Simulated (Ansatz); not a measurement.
Species: H$_{6}$Si$_{3}$, SMILES `[SiH2]=[SiH][SiH3]` with one electron removed (charge 1, multiplicity 2), formula H₆Si₃.

How many basis functions does frozen-core CCSD(T)/cc-pVTZ // CAM-B3LYP-D3(BJ)/def2-TZVP in Ansatz (a first-principles code) use, how many core orbitals are frozen, and how many electrons are correlated?

186 basis functions and 15 frozen orbitals, which leaves 17 correlated electrons. Core time is of the order of minutes.
